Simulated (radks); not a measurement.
Values are calculated unless marked as measured or tabulated.
Ho I, 67 electrons, occupied as [Kr] 4d10 4f11.5 5s2 5p5.5 6s2 (fractional occupations, a model configuration).

Level of theory: scalar-relativistic Kohn-Sham, PBEsol, spin-polarised, spherical densities, finite nucleus; open shells are filled with parallel spins first (spin-orbit coupling, left out, can overturn this in heavy ions); Fermi nuclear charge, rms radius 5.2022 fm (a radial shooting solver on a logarithmic mesh with Libxc functionals).

Energy parts (eV):
total: -343154.30
kinetic: 371014.37
electron-nucleus: -841097.04
Hartree: 134173.44
exchange-correlation: -7245.07

Orbitals (lengths in bohr, moments of r in powers of bohr; <r^-3> diverges for s and p1/2; r(max) is where P^2 peaks):
| orbital | occ. | eigenvalue (eV) | <r^-3> | <r^4> | r(max) |
|---|---|---|---|---|---|
| 1s up | 1 | -55464.37 | - | 9.264e-07 | 0.01312 |
| 1s down | 1 | -55464.33 | - | 9.264e-07 | 0.01312 |
| 2s up | 1 | -9276.859 | - | 0.0001448 | 0.07464 |
| 2s down | 1 | -9276.809 | - | 0.0001448 | 0.07464 |
| 2p up | 3 | -8220.551 | 13540 | 0.0001095 | 0.06061 |
| 2p down | 3 | -8220.499 | 13540 | 0.0001095 | 0.06061 |
| 3s up | 1 | -2070.716 | - | 0.005507 | 0.2113 |
| 3s down | 1 | -2069.680 | - | 0.005501 | 0.2113 |
| 3p up | 3 | -1747.824 | 2898 | 0.005802 | 0.2078 |
| 3p down | 3 | -1746.787 | 2900 | 0.005794 | 0.2077 |
| 3d up | 5 | -1337.516 | 386.4 | 0.004569 | 0.1696 |
| 3d down | 5 | -1336.713 | 386.8 | 0.004560 | 0.1695 |
| 4s up | 1 | -408.4011 | - | 0.1349 | 0.4839 |
| 4s down | 1 | -406.2037 | - | 0.1350 | 0.4839 |
| 4p up | 3 | -302.1646 | 651.7 | 0.1786 | 0.5057 |
| 4p down | 3 | -299.9920 | 651.2 | 0.1787 | 0.5056 |
| 4d up | 5 | -158.6253 | 72.72 | 0.2817 | 0.5232 |
| 4d down | 5 | -156.4702 | 72.62 | 0.2825 | 0.5232 |
| 4f up | 7 | -3.0814 | 9.600 | 4.855 | 0.5250 |
| 4f down | 4.5 | -1.1282 | 9.356 | 9.559 | 0.5260 |
| 5s up | 1 | -50.8544 | - | 5.076 | 1.136 |
| 5s down | 1 | -49.3881 | - | 5.214 | 1.139 |
| 5p up | 3 | -26.3597 | 81.01 | 11.11 | 1.301 |
| 5p down | 2.5 | -25.1887 | 78.86 | 11.69 | 1.308 |
| 6s up | 1 | -3.9005 | - | 536.0 | 3.379 |
| 6s down | 1 | -3.7972 | - | 569.8 | 3.438 |

The highest occupied level is 4f down at -1.128 eV. The density falls to 0.001 e/bohr^3 at r = 5.14 bohr. Summed over all electrons, <r^2> = 76.38 bohr^2, which gives a Langevin (diamagnetic) susceptibility term of -60.5 x 10^-6 cm^3/mol.
